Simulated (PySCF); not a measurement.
C3H2F3, multiplicity 2. Atoms are numbered in the order given.

```xyz
8

C     -0.0683    -2.2291     0.0000
C     -0.5602    -1.0064     0.0000
C     -0.0403     0.3803     0.0000
F     -0.4551     1.0604    -1.0916
F     -0.4551     1.0604     1.0916
F      1.3214     0.3969     0.0000
H     -0.7150    -3.1241     0.0000
H      1.0278    -2.4038     0.0000
```
Charge 0, spin multiplicity 2.

Geometry optimised at PBE-D3(BJ)/def2-SVP. The isomer is the one that the SMILES or the coordinates give; other isomers of the formula were not compared.

Level of theory: PBE/def2-TZVP run with PySCF.

Atomic charges (e):

```
atom  meta-Löwdin  Mulliken  Mulliken spin
----  -----------  --------  -------------
C1          -0.24     -0.25          -0.12
C2          -0.05     -0.09           0.92
C3           0.73      0.41           0.03
F4          -0.25     -0.12           0.00
F5          -0.25     -0.12           0.00
F6          -0.25     -0.13           0.04
H7           0.16      0.16           0.04
H8           0.15      0.15           0.08
```

Computed Mayer and Wiberg (Löwdin basis) orders of the bonds:
```json
[
 {"bond": "C1–C2", "Mayer": "2.00", "Wiberg": "2.32"},
 {"bond": "C2–C3", "Mayer": "1.08", "Wiberg": "1.26"},
 {"bond": "C3–F4", "Mayer": "1.17", "Wiberg": "1.76"},
 {"bond": "C3–F5", "Mayer": "1.17", "Wiberg": "1.76"},
 {"bond": "C3–F6", "Mayer": "1.16", "Wiberg": "1.72"},
 {"bond": "C1–H7", "Mayer": "0.92", "Wiberg": "0.87"},
 {"bond": "C1–H8", "Mayer": "0.90", "Wiberg": "0.85"}
]
```
